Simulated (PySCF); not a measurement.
# Computed properties of HMDS (C₆H₁₉NSi₂), SMILES C[Si](C)(C)N[Si](C)(C)C

HMDS (C₆H₁₉NSi₂), SMILES C[Si](C)(N[Si](C)(C)C)C. Geometry: B3LYP-D3(BJ)/def2-SVP. Other conformers were not sampled. All values are computed for the isolated molecule unless a solvent is named; none is compared with measurement here.

**Structure.** The optimised structure has C2 symmetry. All 78 harmonic modes at B3LYP-D3(BJ)/def2-SVP (PySCF) are real, so it is a minimum. With heavy atoms numbered as in [CH3:1][Si:2]([CH3:3])([CH3:4])[NH:5][Si:6]([CH3:7])([CH3:8])[CH3:9], the shortest bond between them is N5–Si6 at 1.751 Å and the longest Si6–C8 at 1.887 Å.

**Vibrations.** The strongest infrared lines (harmonic, unscaled, degenerate partners summed) lie at 930 cm⁻¹ (343 km/mol, N 46 %, H 27 %, Si 27 %), 1172 cm⁻¹ (250 km/mol, H 68 %, N 28 %), 859 cm⁻¹ (205 km/mol, H 56 %, C 22 %, Si 21 %). The softest mode is at 44 cm⁻¹ and the zero-point energy is 148.6 kcal/mol.

**Electronic structure.** r2SCAN/def2-SVP (PySCF) places the frontier levels at -5.56 and 1.03 eV, a gap of 6.59 eV, and gives a dipole moment of 0.53 D and a mean polarisability of 117.3 bohr³.

**Excitations.** TDA-M06-2X/def2-SVP (PySCF) has S1 at 6.96 eV (178 nm, f = 0.046, weak); the most intense of the 6 singlets computed lies at 8.77 eV (f = 0.12). T1 (TDA) is at 6.56 eV, 0.40 eV under S1. No vertical singlet excitation falls in the visible range (under 3.1 eV).

**NMR.** GIAO shifts at B3LYP/pcSseg-1 (PySCF) (non-relativistic, atoms alike by connectivity averaged): ¹³C at 4.9 ppm against TMS; ¹H from 0.0 to 0.4 ppm against TMS; ²⁹Si at 3.5 ppm against TMS.
